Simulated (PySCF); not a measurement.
Si(H)(F)(OH)(NMe2) (C2H8FNOSi), SMILES CN(C)[SiH](O)F. Coordinates come from a PBE-D3(BJ)/def2-SVP optimisation. Other conformers were not sampled.

Computed equilibrium geometry at PBE-D3(BJ)/def2-SVP (PySCF confirms it by a frequency run) as a Z-matrix (one conformer of several):
```
N
C 1 1.4512
H 2 1.1084 1 110.30
H 2 1.1156 3 107.59 1 121.39
H 2 1.1172 3 107.92 4 115.11
C 1 1.4518 2 114.95 3 178.62
H 6 1.1067 1 110.18 2 -178.70
H 6 1.1152 7 107.58 1 -121.11
H 6 1.1171 7 108.32 8 -115.45
Si 1 1.7305 2 121.21 3 -13.65
F 10 1.6410 1 104.72 2 163.73
O 10 1.6669 11 112.84 7 139.12
H 12 0.9744 10 113.82 11 -69.45
H 10 1.4916 11 106.21 7 -107.50
```
